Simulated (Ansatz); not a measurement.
Mulliken charges of CH$_{3}$GeNS, SMILES `S=C=[N][GeH3]` from PBE/def2-TZVPP in Ansatz (PBE0-D4/def2-TZVP geometry).

| atom | x (Å) | y (Å) | z (Å) | charge (e) |
| --- | --- | --- | --- | --- |
| S1 | 0.457 | -3.159 | 1.118 | -0.204 |
| C2 | 0.207 | -1.647 | 0.765 | 0.087 |
| N3 | 0.009 | -0.499 | 0.537 | -0.144 |
| Ge4 | -0.141 | 1.045 | -0.433 | 0.218 |
| H5 | -1.023 | 0.733 | -1.645 | 0.015 |
| H6 | -0.787 | 2.071 | 0.500 | 0.013 |
| H7 | 1.277 | 1.456 | -0.841 | 0.015 |

Task: By hand: the dipole of these point charges (1 e Å = 4.8032 D).

Result: Σ q r = (-0.114, 0.861, -0.364) e Å, of length 0.942 e Å = 4.52 D.

Task: How does the dipole of the full density compare? (Estimate.)

Result: Ansatz gave: (-0.074, 0.603, -0.289) e Å, 3.23 D; the point charges give 1.40 times that, at 3° from its direction.

Point charges leave out the atoms' own dipoles, such as those of lone pairs, and Mulliken's split depends on the basis, so the two needn't agree.
